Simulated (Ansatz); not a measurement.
This Ansatz (a program for electronic structure) input (PBE/def2-QZVPP) gives -2236.78682 Eh with 149 basis functions. A basis named .json is the Basis Set Exchange file of that set (core-valence sets with the plain set on hydrogen).

Ansatz 0.2 input:
```yaml
crystal:
  periodic: [false, false, false]
  atoms:
    - {symbol: As, position_ang: [-0.01946706, -0.02930590, 0.05119338]}
    - {symbol: H, position_ang: [-0.57983965, 1.11526124, -0.82569952]}
    - {symbol: H, position_ang: [1.22225249, -0.14816670, -0.86368213]}
basis:
  gaussian:
    orbitals: def2-QZVPP.json
hamiltonian:
  xc: {name: PBE}
total_charge: -1
magnetization: {spin_polarized: false}
```

Change:
```diff
- orbitals: def2-QZVPP.json
+ orbitals: STO-3G
```

Q: What does the run give now?

A: -2211.17468 Eh (PBE/STO-3G, 20 functions), a change of +25612.14 mEh.
